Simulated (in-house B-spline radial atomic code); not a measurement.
**The potassium ion K²⁺: [Ne] 3s2 3p4 4s1 (an excited or competing configuration)**

Method: non-relativistic B97-1, spin-polarised, spherical fractional occupations, exact exchange averaged over the configuration, point nucleus. Calculated with a radial B-spline atomic code at the basis-set limit.

Screening seen three ways: the hydrogenic charge with the same mean radius, Z_r = [3n² - l(l+1)]/(2<r>), the one with the same energy, Z_e = n√(-2ε), and Slater's rules. Values are occupation-weighted means over spin.

| shell | electrons | ε (eV) | <r> (bohr) | Z_r | Z_e | Slater |
| --- | --- | --- | --- | --- | --- | --- |
| 1s | 2 | -3566.1 | 0.08153 | 18.40 | 16.19 | 18.70 |
| 2s | 2 | -392.78 | 0.3886 | 15.44 | 10.75 | 14.85 |
| 2p | 6 | -320.17 | 0.3503 | 14.27 | 9.70 | 14.85 |
| 3s | 2 | -65.109 | 1.213 | 11.13 | 6.56 | 8.45 |
| 3p | 4 | -48.008 | 1.304 | 9.58 | 5.64 | 8.45 |
| 4s | 1 | -17.371 | 3.21 | 7.48 | 4.52 | 3.90 |

The least bound orbital is 4s up at -17.37 eV, and it is also the most diffuse (<r> = 3.21 bohr).
